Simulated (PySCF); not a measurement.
Species: H7NOSeSi2.
SMILES with atom numbers: `[NH2:1][Si@H:2]([OH:3])[Se:4][SiH3:5]` (hydrogens: H6, H7 on N1; H8 on Si2; H9 on O3; H10, H11, H12 on Si5)

Computed, not measured: PBE0-D3(BJ)/def2-SVP geometry optimisation, gas phase (PySCF 2.14.0).

Problem. What internal coordinates does the optimisation give?

Solution. 
```
                     bond  length (Å)   order
                   N1–Si2       1.717  single
                   Si2–O3       1.658  single
                  Si2–Se4       2.286  single
                  Se4–Si5       2.285  single
             N1–H6, N1–H7       1.014  single
                   Si2–H8       1.488  single
                    O3–H9       0.963  single
Si5–H10, Si5–H11, Si5–H12       1.492  single
```

Bonds in one row agree within 0.01 Å and their mean is given. Orders are formal, as drawn. A selection of angles:
```
      angle  degrees
  Si2–N1–H6    120.6
   H6–N1–H7    112.0
  N1–Si2–O3    109.8
 N1–Si2–Se4    102.8
  N1–Si2–H8    118.8
 O3–Si2–Se4    114.9
  O3–Si2–H8    102.5
 Se4–Si2–H8    108.7
  Si2–O3–H9    115.3
Si2–Se4–Si5     94.7
Se4–Si5–H10    111.5
Se4–Si5–H11    110.4
Se4–Si5–H12    106.4
H10–Si5–H11    109.0
```

Torsions: N1–Si2–Se4–Si5 -159° (antiperiplanar); H9–O3–Si2–N1 -58° (synclinal).

Si5 (SiH3 silicon) is tetrahedral (angles from 106.4° to 111.5°). N1 (silicon-bound nitrogen) has angles 120.6°, 120.6° and 112.0°, sum 353.2°, 0.18 Å off the plane of its three neighbours. Si2 (oxygen-bound silicon) is distorted tetrahedral (angles from 102.5° to 118.8°).

Point group: C1 (no symmetry element, even within 0.4 Å). Not checked by PBE0-D3(BJ)/def2-SVP frequencies. The numbers are those of one conformer (H–N1–Si2–O3 -51° and 160°, N1–Si2–O3–H -58°, N1–Si2–Se4–Si5 -159°).

The run took 2.6 min wall on one thread of an Arm Neoverse V1, no GPU, shared host, and the process peaked at 0.55 GiB of memory. This is the geometry optimisation.
